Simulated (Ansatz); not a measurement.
Geometry optimisation, UKS revPBE/STO-3G in Ansatz 0.2.0.

input.yaml

```yaml
crystal:
  periodic: [false, false, false]
  atoms:
    - { symbol: C, position_ang: [-0.3156, 0.27, 1.5406] }
    - { symbol: C, position_ang: [0.5547, 0.31, 0.3086] }
    - { symbol: Si, position_ang: [1.1224, -1.4242, -0.0804] }
    - { symbol: B, position_ang: [-0.0955, 0.9337, -0.9805] }
    - { symbol: "N", position_ang: [-1.4127, 0.2541, -1.5737] }
    - { symbol: F, position_ang: [0.3896, 2.1061, -1.6229] }
    - { symbol: H, position_ang: [-0.6867, 1.3497, 1.7495] }
    - { symbol: H, position_ang: [-1.21, -0.3208, 1.3571] }
    - { symbol: H, position_ang: [0.1903, -0.0369, 2.4628] }
    - { symbol: H, position_ang: [1.4511, 0.9381, 0.5589] }
    - { symbol: H, position_ang: [1.8602, -1.9595, 1.1229] }
    - { symbol: H, position_ang: [0.0225, -2.2802, -0.353] }
    - { symbol: H, position_ang: [2.015, -1.3683, -1.2379] }
    - { symbol: H, position_ang: [-1.7282, 0.8273, -2.3759] }
    - { symbol: H, position_ang: [-2.1789, 0.35, -0.8466] }
magnetization:
  spin_polarized: true
basis:
  gaussian: { orbitals: STO-3G }
hamiltonian:
  xc: revpbe
relax:
  f_tol: 0.02
  max_steps: 40
```

Command:

```bash
$ ansatz run input.yaml --threads 1 --pin off --max-ram 2048MiB --backend cpu --events-out ev --progress --plain --runs-dir out
```

Question: Where does it end, and by what steps?

Answer: It converged. Limits of this set-up: minimal basis. After 9 steps the energy has fallen by 1.092 eV; H15 moved furthest, 0.40 Å.

```
step  energy less start (eV)  largest force component (eV/Å)  accepted
   0                  0.0000                           3.207       yes
   1                 -0.6360                           3.047       yes
   2                 -0.7944                           1.669       yes
   3                 -1.0034                           0.924       yes
   4                 -0.9117                           1.041        no
   5                 -1.0788                           0.387       yes
   6                 -1.0823                           0.201       yes
   7                 -1.0902                           0.108       yes
   8                 -1.0914                           0.135       yes
   9                 -1.0921                           0.013       yes
```

```xyz
15
Properties=species:S:1:pos:R:3
C -0.392 0.339 1.550
C 0.551 0.335 0.291
Si 1.185 -1.426 -0.069
B -0.121 0.982 -1.028
N -1.442 0.629 -1.430
F 0.568 1.850 -1.788
H -0.737 1.366 1.790
H -1.294 -0.287 1.391
H 0.128 -0.055 2.449
H 1.444 0.943 0.552
H 1.908 -1.967 1.078
H 0.072 -2.320 -0.364
H 2.086 -1.425 -1.216
H -1.922 1.017 -2.275
H -2.056 -0.031 -0.901
```

Whether the end is a true minimum wasn't checked by a vibrational analysis.

Run time: 58 s on 1 thread of Arm Neoverse V2, with other jobs on the host, peak memory 0.2 GiB.
